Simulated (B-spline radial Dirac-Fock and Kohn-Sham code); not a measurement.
Cross section and asymmetry of the 3s subshell of V²⁺

System: the V²⁺ ion, configuration [Ar] 3d3. The computed 3s threshold is 101.3 eV; without correlation, outer thresholds are uncertain by 1 to 2 eV. With an open shell the threshold is an average over the terms of the final ion.

Input of the calculation (task.json; shells as n, l, electrons):

```json
{"items": [{
  "Z": 23,
  "q": 2,
  "cfg": [[1, 0, 2], [2, 0, 2], [2, 1, 6], [3, 0, 2], [3, 1, 6], [3, 2, 3]],
  "A": 51,
  "rrms": 3.6002,
  "do": ["binding", "quiet", "photo", "scan"],
  "hv": [21.22, 60, 83.4, 200, 497.0, 738.0, 787.0, 1000, 2530.0, 2820.0, 9220.0, 9640.0, 15000, 22162.9, 150000, 200000]
}]}
```

Launch: `python xray_run.py task.json out`

Level of theory: independent-particle photoionisation in a Dirac-Hartree-Slater potential with a Latter tail, all multipoles, thresholds from Dirac-Fock ΔSCF; a radial atomic solver. Interchannel coupling and autoionising resonances are not included, so magnitudes near threshold are approximate.

```
kinetic energy (eV)  σ (Mb)     β
                1.5   0.398  2.00
                1.9   0.398  2.00
                2.3   0.398  2.00
                2.9   0.398  2.00
                3.7   0.398  2.00
                4.6   0.398  2.00
                5.7   0.398  2.00
                7.2   0.397  2.00
                9.0   0.396  2.00
               11.2   0.394  2.00
               14.0   0.391  2.00
               17.5   0.387  2.00
               21.9   0.380  2.00
               27.4   0.371  2.00
               34.2   0.358  2.00
               42.8   0.340  2.00
               53.5   0.317  2.00
               66.9   0.290  2.00
               83.7   0.258  2.00
              104.7   0.224  2.00
              130.9   0.190  2.00
              163.6   0.157  2.00
              204.6   0.126  2.00
              255.8  0.0994  2.00
              319.9  0.0762  2.00
              400.0  0.0570  2.00
```

The cross section shows no minimum in this range. Its largest value, 0.398 Mb, lies 2 eV above threshold. β stays at 2.00.
